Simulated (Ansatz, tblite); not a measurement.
Adding an electron: Al2Sb2⁺. Total charge 1; doublet. Geometry: PBE-D4/def2-SVP. Ansatz, gas phase; energy differences of separate SCF runs; the reduced species is a triplet (the singlet lies 0.04 eV higher at PBE0-D4/def2-TZVP).

```
atom   x (Å)   y (Å)   z (Å)
 Al1   0.939   0.802   1.846
 Al2   1.223   0.555  -0.781
 Sb3  -0.846  -0.752  -1.849
 Sb4  -1.316  -0.605   0.784
```

In the def2 sets Sb takes a core potential; there is no spin–orbit coupling. The xTB rows come from tblite. The structure comes from a short search, and lower isomers may exist.

(1) Estimate orbital energies and vertical electron affinities at: GFN1-xTB; GFN2-xTB; PBE-D4/def2-TZVP; r2SCAN-D4/def2-TZVP; PBE0-D4/def2-TZVP.

Results:

(1) 
```json
{"level": "GFN1-xTB", "−HOMO (eV)": "–", "−LUMO (eV)": "–", "vertical EA (eV)": "9.92", "HOMO–LUMO gap (eV)": "–"}
{"level": "GFN2-xTB", "−HOMO (eV)": "–", "−LUMO (eV)": "–", "vertical EA (eV)": "9.64", "HOMO–LUMO gap (eV)": "–"}
{"level": "PBE-D4/def2-TZVP", "−HOMO (eV)": "9.23", "−LUMO (eV)": "8.48", "vertical EA (eV)": "6.30", "HOMO–LUMO gap (eV)": "0.74"}
{"level": "r2SCAN-D4/def2-TZVP", "−HOMO (eV)": "9.53", "−LUMO (eV)": "8.51", "vertical EA (eV)": "6.45", "HOMO–LUMO gap (eV)": "1.02"}
{"level": "PBE0-D4/def2-TZVP", "−HOMO (eV)": "10.09", "−LUMO (eV)": "7.87", "vertical EA (eV)": "6.37", "HOMO–LUMO gap (eV)": "2.22"}
```

  HOMO and LUMO are the levels of the spin that leaves or enters (xTB has no such levels and no spin-polarisation term). Other spin states of the ions may lie lower, which would lower the ionisation energy or raise the affinity. Raw xTB energy differences between charge states are shifted by several eV; the methods need an empirical correction for them.
